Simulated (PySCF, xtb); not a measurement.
dibromo-chloro-fluoromethane (CBr2ClF), SMILES BrC(Cl)(F)Br.

Harmonic wavenumbers (cm⁻¹) from xtb with GFN2-xTB at its own minimum, in rising order: 136, 166, 231, 264, 299, 418, 600, 642, 1053.

Question: What does PySCF with PBE-D3(BJ)/def2-SVP give at its own minimum? (An estimate is asked for; the answer gives what the named calculation found.)

Answer: 154, 187, 257, 296, 331, 454, 696, 759, 1109. Paired by order, the mean absolute difference is 48 cm⁻¹ and the zero-point energies are 5.4 and 6.1 kcal/mol.
